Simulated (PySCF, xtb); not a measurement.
CH2Cl, SMILES [CH2]Cl (connectivity only; charge and spin as stated), charge +1, multiplicity 1.

Geometry: PBE-D3(BJ)/def2-TZVP. The multiplicity is an assumed one; other spin states were not compared. The isomer is the one that the SMILES or the coordinates give; other isomers of the formula were not compared.

These are C-PCM-B3LYP/def2-TZVPD in PySCF 2.14.0 values and carry that method's errors.

The values are the electrostatic part of the solvation free energy, E(continuum) − E(gas) at the gas-phase geometry, in a cavity of scaled van der Waals radii (PySCF's table); cavitation and dispersion terms are not included. In vacuum the orbital gap is 5.05 eV.

```csv
solvent,ε,ΔG(elec) (kcal/mol),gap (eV)
water,78.36,-69.6,5.15
chloroform,4.71,-55.4,5.13
dimethylsulfoxide,46.83,?,?
```

**Question.** Some entries are withheld; supply them. (An estimate is asked for; the answer gives what the named calculation found.)

**Answer.** 
- dimethylsulfoxide, ΔG(elec) (kcal/mol): -68.9
- dimethylsulfoxide, gap (eV): 5.15

For comparison, GFN2-xTB/ALPB(water) (xtb, at the GFN2-xTB geometry, all terms of that model) gives -68.9 kcal/mol.
